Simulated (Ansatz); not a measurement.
Be13O13⁺, a nanocrystal cut from zinc blende BeO (bare), relaxed as a doublet with UKS PBE-D4/def2-SVP in Ansatz, starting from the PBE-D4/def2-SVP geometry of the neutral singlet. Force threshold 0.03 eV/Å.

An occupied level lies above an empty one. The gap within one spin of the relaxed charge 1 doublet nearly closes, so an electron or hole may be smeared out by delocalisation error.

Start:

```xyz
26

O     0.5757   -0.1828    1.9393
O     1.3066   -2.4653    0.7640
O    -1.0101   -2.3900    2.2461
O    -1.8919   -0.3511    0.6505
O    -1.1005   -2.6295   -0.4932
O     2.8395   -0.1720    0.5249
O     2.0161    2.1365    1.7747
O    -0.3479    1.9587    0.4103
O     1.9387    1.9169   -0.9666
O     0.6937   -0.5942   -1.2506
O    -2.0170   -0.5032   -2.0116
O    -0.5108    1.7498   -2.2460
O    -2.8197    1.8067   -0.7510
Be    0.3063   -1.7585    2.0291
Be    1.9252    0.6632    1.7769
Be    2.4381   -1.5554    0.7144
Be   -0.6573    0.5626    1.1850
Be    0.3617   -1.9926   -0.4323
Be   -1.6447   -1.8915    1.0101
Be   -2.6128    0.3537   -0.5933
Be   -1.7972   -1.8443   -1.4976
Be    1.9258    0.3478   -0.6760
Be    1.1949    2.3565    0.5680
Be   -1.3920    2.1801   -0.7832
Be    0.8532    2.1206   -1.9105
Be   -0.5737    0.1773   -1.9815
```

```json
{"step": "1", "energy (eV)": "-31803.7141", "largest force component (eV/Å)": "1.058", "SCF passes": "49"}
{"step": "2", "energy (eV)": "-31803.9111", "largest force component (eV/Å)": "0.486", "SCF passes": "25"}
{"step": "3", "energy (eV)": "-31804.0008", "largest force component (eV/Å)": "0.242", "SCF passes": "26"}
{"step": "4 (rejected)", "energy (eV)": "-31803.9887", "largest force component (eV/Å)": "0.409", "SCF passes": "24"}
{"step": "5", "energy (eV)": "-31804.0217", "largest force component (eV/Å)": "0.085", "SCF passes": "26"}
{"step": "6 (rejected)", "energy (eV)": "-31804.0203", "largest force component (eV/Å)": "0.098", "SCF passes": "25"}
{"step": "7", "energy (eV)": "-31804.0268", "largest force component (eV/Å)": "0.018", "SCF passes": "27"}
```

Force components are those of the run's own axes.

End:

```tsv
atom	x (Å)	y (Å)	z (Å)
O1	0.544	-0.156	1.989
O2	1.300	-2.423	0.776
O3	-0.994	-2.375	2.230
O4	-1.893	-0.328	0.683
O5	-1.109	-2.593	-0.483
O6	2.800	-0.177	0.541
O7	1.979	2.111	1.761
O8	-0.377	1.980	0.464
O9	1.900	1.911	-0.950
O10	0.701	-0.602	-1.265
O11	-2.009	-0.505	-1.973
O12	-0.498	1.749	-2.203
O13	-2.793	1.799	-0.750
Be14	0.351	-1.742	2.022
Be15	1.922	0.603	1.766
Be16	2.514	-1.607	0.701
Be17	-0.693	0.596	1.254
Be18	0.367	-1.986	-0.446
Be19	-1.656	-1.874	0.971
Be20	-2.599	0.312	-0.590
Be21	-1.821	-1.899	-1.559
Be22	1.916	0.331	-0.693
Be23	1.166	2.356	0.514
Be24	-1.346	2.194	-0.788
Be25	0.891	2.157	-1.987
Be26	-0.562	0.167	-1.984
```

By distances, no bond broke or formed. The bond that changes most is O9–Be23, from 1.76 to 1.70 Å (atoms count from 1).

No frequencies were taken in this run, so the end may be a saddle point.

Run time 21 s (2 threads of AMD EPYC 7R13 on a shared host and a share (18 GiB) of an NVIDIA H100 80GB HBM3).
